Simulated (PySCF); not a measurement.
**Nuclear quadrupole coupling in `O=C1OCC[C@@H](C2CCC2)O1`**

C8H12O3.
Structure used (GFN2-xTB), in Å, numbered top down from 1:
```
atom  x, y, z in Å
O1    -1.8930    2.8026   -0.5592
C2    -1.8331    1.6329   -0.3283
O3    -2.8360    0.8267   -0.6987
C4    -2.7968   -0.5693   -0.4328
C5    -1.3679   -1.0856   -0.4746
C6    -0.5656   -0.2634    0.5287
C7     0.9334   -0.5456    0.4460
C8     1.6770   -0.0801   -0.8179
C9     2.7994    0.4693    0.0746
C10    1.8641    0.3455    1.2860
O11   -0.7676    1.1345    0.2972
H12   -3.2459   -0.7560    0.5510
H13   -3.4245   -1.0271   -1.2008
H14   -0.9521   -0.9444   -1.4745
H15   -1.3332   -2.1429   -0.2183
H16   -0.9143   -0.4762    1.5514
H17    1.0881   -1.6075    0.6477
H18    1.9525   -0.8536   -1.5319
H19    1.1409    0.7157   -1.3306
H20    3.6505   -0.2059    0.1345
H21    3.1523    1.4699   -0.1590
H22    2.2802   -0.1023    2.1855
H23    1.3868    1.2897    1.5342
```

Field gradients from the PBE0/pcSseg-1 density (PySCF, non-relativistic), principal values in atomic units, ordered |Vxx| ≤ |Vyy| ≤ |Vzz|:

```csv
atom,Vxx,Vyy,Vzz
O1,0.6761,0.8128,-1.4889
O3,-0.4403,-1.4092,1.8495
O11,-0.4779,-1.3508,1.8287
```

Problem. Find the asymmetry η = (Vxx − Vyy)/Vzz and the couplings χ = eQV/h (234.96 MHz × Q in barn × V in au), with Q(17O) = −0.0256 b.

Solution. 
```tsv
atom	environment	nucleus	η	χzz (MHz)	χxx (MHz)	χyy (MHz)
O1	carbonate carbonyl oxygen	17O	0.09	8.96	-4.07	-4.89
O3	oxygen singly bound to a carbonyl carbon	17O	0.52	-11.12	2.65	8.48
O11	oxygen singly bound to a carbonyl carbon	17O	0.48	-11.00	2.87	8.13
```

Problem. What is Vzz at O1 in SI units (1 au = 9.71736 × 10²¹ V/m²)?

Solution. -1.4889 au = -14.468 × 10²¹ V/m².

Problem. And the gradient at the other heavy atoms, for which no coupling is worked out here?

Solution. 
```csv
atom,environment,Vzz (au),η
C2,carbonate carbon,-0.318,0.43
C4,sp3 carbon bound to oxygen,0.446,0.18
C5,ring CH2 carbon,-0.054,0.17
C6,sp3 carbon bound to oxygen,0.460,0.14
C7,four-membered-ring carbon,0.072,0.16
C8,four-membered-ring carbon,-0.077,0.63
C9,four-membered-ring carbon,-0.073,0.39
C10,four-membered-ring carbon,-0.088,0.59
```

Problem. What couplings would deuterons (Q(2H) = 0.00286 b) have in place of the hydrogens, at this geometry?

Solution. 
```json
{"atom": "H12", "bonded to": "C4", "bond length (Å)": "1.097", "Vzz (au)": "0.2833", "η": "0.06", "χzz (kHz)": "190"}
{"atom": "H13", "bonded to": "C4", "bond length (Å)": "1.092", "Vzz (au)": "0.2927", "η": "0.06", "χzz (kHz)": "197"}
{"atom": "H14", "bonded to": "C5", "bond length (Å)": "1.092", "Vzz (au)": "0.2988", "η": "0.00", "χzz (kHz)": "201"}
{"atom": "H15", "bonded to": "C5", "bond length (Å)": "1.088", "Vzz (au)": "0.3094", "η": "0.02", "χzz (kHz)": "208"}
{"atom": "H16", "bonded to": "C6", "bond length (Å)": "1.101", "Vzz (au)": "0.2770", "η": "0.05", "χzz (kHz)": "186"}
{"atom": "H17", "bonded to": "C7", "bond length (Å)": "1.092", "Vzz (au)": "0.3036", "η": "0.05", "χzz (kHz)": "204"}
{"atom": "H18", "bonded to": "C8", "bond length (Å)": "1.088", "Vzz (au)": "0.3152", "η": "0.00", "χzz (kHz)": "212"}
{"atom": "H19", "bonded to": "C8", "bond length (Å)": "1.088", "Vzz (au)": "0.3099", "η": "0.01", "χzz (kHz)": "208"}
{"atom": "H20", "bonded to": "C9", "bond length (Å)": "1.088", "Vzz (au)": "0.3135", "η": "0.01", "χzz (kHz)": "211"}
{"atom": "H21", "bonded to": "C9", "bond length (Å)": "1.086", "Vzz (au)": "0.3164", "η": "0.00", "χzz (kHz)": "213"}
{"atom": "H22", "bonded to": "C10", "bond length (Å)": "1.088", "Vzz (au)": "0.3164", "η": "0.01", "χzz (kHz)": "213"}
{"atom": "H23", "bonded to": "C10", "bond length (Å)": "1.087", "Vzz (au)": "0.3095", "η": "0.00", "χzz (kHz)": "208"}
```

The structure is a single GFN2-xTB conformer in the gas phase; no vibrational or solvent corrections. GFN2-xTB bond lengths can be off by several hundredths of an ångström, more for odd bonds, and the gradients follow them. These gradients aren't converged with respect to the basis.
